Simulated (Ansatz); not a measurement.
A nudged elastic band was laid between two geometries of C2H8BNSi (13 atoms, charge 0, multiplicity 1).

The calculation used RKS PBE0-D4/def2-mTZVP (Ansatz 0.2.0).

```
movable images  : 7
climbing image  : yes
spring          : 5.0 eV/Å²
optimiser       : quadratic models (default)
start path      : IDPP
force threshold : 0.03 eV/Å
iteration limit : 46
end points      : relaxed
```

Image 0:

```xyz
13
Properties=species:S:1:pos:R:3
C -2.253 -0.258 -0.474
Si -0.539 -1.037 -0.509
B 0.889 0.152 0.210
C 2.372 0.515 0.606
N 1.186 1.353 0.742
H -3.007 -0.939 -0.876
H -2.280 0.658 -1.068
H -2.545 -0.001 0.547
H -0.182 -1.410 -1.911
H -0.542 -2.303 0.283
H 2.821 0.142 1.526
H 3.102 0.814 -0.146
H 0.998 2.281 1.084
```

Image 8:

```xyz
13
Properties=species:S:1:pos:R:3
C -2.170 -0.058 -0.813
Si -0.453 -0.828 -0.853
B 0.851 0.065 0.361
C 2.267 0.261 1.028
N 1.061 1.049 1.255
H -2.597 -0.104 0.192
H -2.854 -0.575 -1.490
H -2.136 0.993 -1.111
H 0.089 -0.782 -2.245
H -0.537 -2.271 -0.477
H 2.601 -0.376 1.847
H 3.082 0.750 0.495
H 0.817 1.841 1.826
```

Q: What changes between the two ends?

A: No bond is made or broken. The dihedral H7–C1–Si2–B3 goes from 60 to -180°. The two ends are copies of one structure, up to a mirror image or an exchange of like atoms.

Q: What energy profile does the band end with?

A: The run converged. The highest image is number 4 of 0 to 8, 0.056 eV above the ends, which have the same energy within 2 meV. A vibrational analysis at the climbing image gives one clearly imaginary mode, 156i cm⁻¹: a first-order saddle point.

```csv
image,path coordinate (Å),energy (eV),dihedral H7–C1–Si2–B3 (°)
0,0.00,0.000,60
1,0.44,0.008,74
2,0.88,0.027,89
3,1.32,0.047,105
4,1.76,0.056,120
5,2.20,0.047,135
6,2.64,0.027,151
7,3.07,0.008,165
8,3.51,0.000,-180
```

Q: What is the geometry of the highest image?

A: 
```xyz
13
Properties=species:S:1:pos:R:3
C -2.199 -0.075 -0.758
Si -0.476 -0.853 -0.812
B 0.864 0.074 0.336
C 2.295 0.287 0.962
N 1.097 1.087 1.192
H -2.944 -0.788 -0.400
H -2.513 0.260 -1.748
H -2.225 0.791 -0.094
H 0.043 -0.862 -2.212
H -0.541 -2.283 -0.384
H 2.647 -0.324 1.794
H 3.099 0.755 0.394
H 0.873 1.897 1.744
```

Q: What are the harmonic wavenumbers there?

A: 156i, 46, 102, 167, 298, 323, 431, 506, 688, 700, 750, 870, 879, 914, 944, 945, 960, 1019, 1144, 1169, 1321, 1489, 1491, 1501, 1600, 2194, 2199, 3064, 3070, 3138, 3141, 3142, 3659 cm⁻¹.

The run took 2.8 min on 2 threads of Intel(R) Xeon(R) Platinum 8259CL CPU @ 2.50GHz (Skylake/Cascade Lake), with other jobs on the host, peak memory 0.3 GiB.
